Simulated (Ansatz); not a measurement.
C2H6N2OSi (`O=C[SiH]1NCN1`) at its PBE0-D4/def2-TZVP geometry, where that method's forces vanish. Total charge 0; spin multiplicity 1.

```xyz
12

O     2.4803   -1.0410   -0.7951
C     1.5362   -1.5271   -0.2184
Si   -0.2097   -0.7290   -0.3513
N    -0.2168    0.8909   -0.9254
C    -0.6987    1.3660    0.3818
N    -0.7931    0.0634    1.0634
H     1.6915   -2.4533    0.3914
H    -1.0722   -1.7591   -1.0046
H     0.5319    1.3955   -1.3692
H     0.0129    2.0434    0.8702
H    -1.6715    1.8686    0.3106
H    -1.5909   -0.1183    1.6467
```

Question: What forces (eV/Å) does r2SCAN-D4/def2-TZVPP give on these atoms in Ansatz? (An estimate is asked.)

Answer: The calculation gave: 
```
O1   0.370  0.191 -0.220
C2  -0.346 -0.128  0.152
Si3 -0.011 -0.070 -0.027
N4   0.064 -0.038 -0.250
C5  -0.046  0.266  0.088
N6  -0.027 -0.199  0.171
H7   0.023 -0.082  0.062
H8  -0.009 -0.007 -0.008
H9   0.029  0.034 -0.006
H10  0.014  0.018  0.001
H11 -0.023  0.003  0.007
H12 -0.037  0.013  0.030
```
